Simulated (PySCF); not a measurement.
First SCF of a structure search on singlet IrS₂⁺, at a hand-made linear geometry. PySCF input:

```python
from pyscf import gto, scf, dft
mol = gto.M(atom='''
Ir     0.000000     0.000000     0.000000
S      0.000000     0.000000     2.048200
S      0.000000     0.000000    -2.048200''',
    basis={'Ir': 'def2-TZVP', 'S': 'def2-TZVP'},
    ecp={'Ir': 'def2-TZVP'},
    charge=1, spin=0)
mf = dft.RKS(mol, xc='PBE0')
mf.grids.atom_grid = (50, 194)
aux = {'Ir': 'def2-universal-JKFIT', 'S': 'def2-universal-JKFIT'}
mf = mf.density_fit(auxbasis=aux)
mf.conv_tol = 1e-08
mf.diis_space = 10
mf.max_cycle = 60
mf.init_guess = 'minao'
mf.verbose = 4
mf.kernel()
```

Excerpt of the output (cycles and frontier levels):

```
init E= -883.746565084868
cycle= 1 E= -899.923652672352  delta_E= -16.2  |g|= 0.824  |ddm|= 9.11
  HOMO = -0.30522749571704  LUMO = -0.282120504682627  gap/eV = 0.62877
cycle= 2 E= -898.441874991659  delta_E= 1.48  |g|= 2.49  |ddm|= 1.75
  HOMO = -0.504924236197144  LUMO = -0.442795379477971  gap/eV = 1.69061
cycle= 3 E= -900.085765465379  delta_E= -1.64  |g|= 0.101  |ddm|= 1.41
  HOMO = -0.522796725130994  LUMO = -0.445786576403708  gap/eV = 2.09555
cycle= 4 E= -900.087887398172  delta_E= -0.00212  |g|= 0.0492  |ddm|= 0.128
  HOMO = -0.516255508438659  LUMO = -0.4417718963746  gap/eV = 2.02680
cycle= 5 E= -900.088368796451  delta_E= -0.000481  |g|= 0.0125  |ddm|= 0.0424
  HOMO = -0.515977214568494  LUMO = -0.441975821743893  gap/eV = 2.01368
cycle= 6 E= -900.088409252618  delta_E= -4.05e-05  |g|= 0.00369  |ddm|= 0.00894
  HOMO = -0.51606961343561  LUMO = -0.442119093323961  gap/eV = 2.01230
cycle= 7 E= -900.088413403007  delta_E= -4.15e-06  |g|= 0.000479  |ddm|= 0.00503
  HOMO = -0.516020482230682  LUMO = -0.442108067488072  gap/eV = 2.01126
cycle= 8 E= -900.08841347259  delta_E= -6.96e-08  |g|= 9.68e-05  |ddm|= 0.000565
  HOMO = -0.516019137779796  LUMO = -0.442104170702652  gap/eV = 2.01133
cycle= 9 E= -900.088413474618  delta_E= -2.03e-09  |g|= 4.7e-05  |ddm|= 7.64e-05
  HOMO = -0.51602077093347  LUMO = -0.442092658910204  gap/eV = 2.01169
Extra cycle  E= -900.088413469671  delta_E= 4.95e-09  |g|= 0.000156  |ddm|= 0.000113
converged SCF energy = -900.088413469671
```

No lower solution of this spin was found from smeared starts or by a stability analysis within the restricted form, which does not test spin polarisation.

At the minimum of this search the closed-shell solution is unstable towards spin polarisation, so a lower open-shell solution exists. No spin–orbit coupling is included, which matters more the heavier the element.

The search for the lowest solution, 3 starts and the stability check together, took 11 s on 2 threads of a shared Arm Neoverse V1 host, with 114 basis functions; the process peaked at 0.43 GiB.
